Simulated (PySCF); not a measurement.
CuCl, SMILES [Cl][Cu], multiplicity 1.

Coordinates come from a PBE0-D3(BJ)/def2-TZVPD optimisation. The multiplicity is an assumed one; other spin states were not compared.

Method: PySCF with B3LYP/def2-TZVPD.

The molecule is in vacuum.

The total energy comes out as -2100.83783 hartree and the point group is C∞v. The highest occupied level is -7.35 eV. The lowest empty level is -3.43 eV, the orbital gap comes out as 3.91 eV and the dipole moment is 4.99 D. The quadrupole, principal values (traceless, Buckingham form, about the centre of nuclear charge) is -1.17, -1.17, 2.34 D·Å and the mean static polarisability is 38.6 bohr³ (5.72 Å³). The polarisability, principal values comes out as 33.1, 33.1, 49.6 bohr³.
